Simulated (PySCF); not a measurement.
Vertical excitation energies

C₅H₂F₄O₂.
Geometry (PBE0-D3(BJ)/def2-SVP, Å), atoms numbered from 1 in this order:
```
atom  x, y, z in Å
F1     2.384   -1.126   -1.453
C2     1.596   -0.394   -0.713
C3     1.995    0.701   -0.069
O4     1.121    1.452    0.703
C5    -0.138    0.968    0.719
C6    -0.515   -0.135    0.067
C7    -1.907   -0.676    0.061
F8    -2.408   -0.699   -1.174
F9    -1.942   -1.924    0.525
F10   -2.705    0.075    0.820
O11    0.343   -0.898   -0.702
H12    3.013    1.078   -0.102
H13   -0.835    1.554    1.315
```

Theory: TDDFT wB97X-D/def2-SVPD, vertical, gas phase, core orbitals frozen in the response in PySCF 2.14.0, density-fitted response routines.

Q: List the vertical singlet excitations with oscillator strengths and describe the spectrum.

A: 

| state | E (eV) | E (hartree) | f | symmetry | main configurations (H = HOMO, L = LUMO) |
| --- | --- | --- | --- | --- | --- |
| S1 | 4.15 | 0.1526 | 0.0031 | A′ | H→L (99%) |
| S2 | 5.69 | 0.2090 | 0.019 | A″ | H→L+1 (80%), H→L+5 (10%) |
| S3 | 6.59 | 0.2423 | 0.013 | A″ | H→L+2 (56%), H→L+3 (10%), H→L+5 (8%) |
| S4 | 6.92 | 0.2544 | 0.015 | A′ | H→L+4 (64%), H-1→L (34%) |
| S5 | 7.14 | 0.2625 | 0.0006 | – | H→L+5 (34%), H→L+3 (28%), H→L+6 (21%) |
| S6 | 7.30 | 0.2683 | 0.0004 | – | H→L+5 (32%), H→L+2 (32%), H→L+3 (18%) |

The lowest singlet comes at 299 nm (401 kJ/mol) in the ultraviolet; it is very weak; its leading configuration is HOMO→LUMO (99%). The strongest level in the table is S2 at 5.69 eV (218 nm, f = 0.019). Löwdin shares by element: HOMO oxygen 42%, carbon 31% or more (atoms not listed hold the other 27%); LUMO carbon 69% or more (atoms not listed hold the other 31%). Orbital energies (eV): HOMO-3 -14.12, HOMO-2 -12.83, HOMO-1 -10.91, HOMO -8.29, LUMO 0.72, LUMO+1 1.92, LUMO+2 2.67. The listed states span 3.15 eV, and the widest gap between neighbours is 1.53 eV (S1 to S2). Weighted by f, the mean energy of these states is 6.21 eV. Symmetry labels in Cs follow from the direction of the transition dipole and are given only for states with f of 0.002 or more. The window holds the lowest 6 singlets.
